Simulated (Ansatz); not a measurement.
`O[SiH](F)[SiH2]Cl` + H₂ → `O[SiH](F)[SiH3]` + HCl at 500 K and 1 bar (hydrogenolysis of the Si–Cl bond).

Calculated with Ansatz (gas phase, PBE0-D4/def2-TZVP geometries, no zero-point term in ΔE). CBS: MP2 limit from def2 TZ/QZ plus the TZ coupled-cluster correction, frozen cores. This one scheme is used for every species. One conformer a species, not always the lowest.

| species | CCSD(T)/CBS energy (Eh) | H − E (kJ/mol) | S (J/(mol·K)) |
| --- | --- | --- | --- |
| `O[SiH](F)[SiH2]Cl` | -1215.47124 | 168.8 | 437.7 |
| H₂ | -1.17544 | 41.0 | 145.5 |
| `O[SiH](F)[SiH3]` | -756.23815 | 178.6 | 402.9 |
| HCl | -460.38127 | 32.5 | 201.9 |

H − E and S are ideal-gas, rigid-rotor, harmonic terms from PBE0-D4/def2-TZVP, for one conformer and one mirror image of each species. The MP2-based limit puts H₂ 0.8 mEh under its directly extrapolated value; such offsets cancel only in part. 1 Eh = 2625.50 kJ/mol, R = 8.31446 J/(mol·K).

Question: By hand: ΔE, ΔH, ΔS and ΔG.

Answer: ΔE = (-756.23815) + (-460.38127) − (-1215.47124) − (-1.17544) = 0.02726 Eh = 71.6 kJ/mol. Δ(H − E) = 178.6 + 32.5 − 168.8 − 41.0 = 1.3, so ΔH = 72.9 kJ/mol. ΔS = 402.9 + 201.9 − 437.7 − 145.5 = 21.6 J/(mol·K). ΔG = 72.9 − 500 × (21.6)/1000 = 62.1 kJ/mol.

Question: By hand: the equilibrium constant, and the temperature at which ΔG would vanish if ΔH and ΔS stayed fixed.

Answer: log₁₀ K = −ΔG/(RT ln 10) = -6.5. ΔG = 0 at ΔH/ΔS = 3375 K, far beyond where these terms or the molecules hold.

ΔH outweighs TΔS. A doubt of 5 kJ/mol in ΔE shifts log₁₀ K by 0.5 here. Other conformers and mirror images would add mixing entropy, several J/(mol·K) or more a flexible species. Modes under 60 cm⁻¹, often nearly free rotors, make the harmonic entropy too high. These are equilibria of isolated gas molecules and say nothing of rates. Largest T1 diagnostic: 0.013 (customary marks: 0.02 for closed shells, 0.045 for open ones).
